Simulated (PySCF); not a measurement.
All numbers come from B3LYP/[Mo def2-SVP with ECP28, S def2-SVP, F def2-SVP], scalar-relativistic core potentials, density fitting, no spin–orbit coupling, PySCF. Open shells, if any, are unrestricted.

What shape and geometry does isolated singlet MoSF₄ take (every ligand bound to Mo)?

Formally Mo is in oxidation state +6, d0. The polar-tensor charge on Mo, 2.62, is far below the formal one. The lowest minimum found is a singlet of C4v symmetry with Mo–F 1.846 Å (×4), Mo–S 2.083 Å; F–Mo–F 86.1° (×4), F–Mo–F 149.7° (×2), F–Mo–S 105.1° (×4). Its harmonic wavenumbers are 130 (b1), 214 (e), 248 (e), 268 (a1), 335 (b2), 606 (a1), 616 (b1), 712 (a1), 724 (e) cm⁻¹ and its dipole moment is 1.54 D.

Stability towards spin polarisation was not tested. This need not be the most stable arrangement of these atoms.
